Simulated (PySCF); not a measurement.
GaH⁺ at r²SCAN0

Level: r²SCAN0. basis Ga aug-cc-pVDZ-PP with ECP10, H aug-cc-pVDZ; scalar-relativistic core potentials; PySCF 2.14.

| Item | Value |
| --- | --- |
| state | ²Σ⁺ (doublet), unpaired electrons σ ↑ |
| bond length | 1.674 Å |
| harmonic wavenumber | 1198 cm⁻¹ |
| force constant | 0.841 mdyn/Å |
| rotational constant Be | 6.053 cm⁻¹ |
| anharmonicity ωexe | 107 cm⁻¹ |
| vibration–rotation constant αe | 0.566 cm⁻¹ |
| well depth De to Ga⁺ + H | 0.59 eV |
| dissociation energy D0 | 0.52 eV |
| bond order (Mayer) | 0.67 |
| dipole moment (positive dipole points towards H; it is taken about the centre of mass and depends on that origin) | 0.43 D |

Spin–orbit coupling is left out. For an ion De counts to the pair picked by the measured ionisation energies or electron affinities, which need not be the lowest pair at this level. The state is the lowest determinant that a PBE0 search found; another state may lie lower at other levels.
